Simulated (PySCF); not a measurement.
Gas-phase reaction: 2 AuF + Cl₂ → 2 AuCl + 2 F. Level: ωB97X-V/def2-TZVP†; standard pressure 1 bar.

Energies from PySCF, thermal terms from the rigid-rotor harmonic-oscillator model, ideal gas at 1 bar. † marks an energy on the PBE0/def2-TZVP geometry and frequencies. Open shells (unrestricted): F (multiplicity 2, electronic degeneracy 6); the rest are closed-shell singlets. Spin-orbit splitting is ignored; it lowers the true energy and changes the entropy of F. Au: scalar-relativistic def2 core potential, no spin-orbit coupling. The harmonic model lacks anharmonicity and excited electronic states, which grow with temperature; levels with a mode under 35 cm⁻¹ are left out.

| T (K) | 1000/T (1/K) | log10 K |
|---|---|---|
| 500 | 2.0000 | -20.17 |
| 600 | 1.6667 | ? |
| 800 | 1.2500 | -10.16 |
| 1000 | 1.0000 | -6.81 |
| 1200 | 0.8333 | -4.56 |
| 1400 | 0.7143 | -2.95 |

Problem. Fit log10 K = a + b·(1000/T) to the five rows, get the mean ΔH° and ΔS°, and predict log10 K at 600 K.

Solution. Means: 1000/T = 1.1595, log10 K = -8.930. Sums of products about the means: Sxy = -13.98447, Sxx = 1.044680, so b = Sxy/Sxx = -13.39 and a = -8.930 − (-13.39)×1.1595 = 6.60.
ΔH° = −R ln 10 × 1000 K × b = −19.145 × (-13.39) = 256 kJ; ΔS° = R ln 10 × a = 126 J/K. The run's own values go from 255 kJ and 123 J/K at 500 K to 259 kJ and 129 J/K at 1400 K.
Prediction at 600 K: 6.60 + (-13.39)×1.6667 = -15.72. The computed value is -15.73, 0.01 from the line.
For scale, ΔH°(298 K) is 253 kJ at this level, 252 kJ at ωB97M-V/def2-TZVP†, and runs from -47 to 407 kJ over the 18 levels computed.
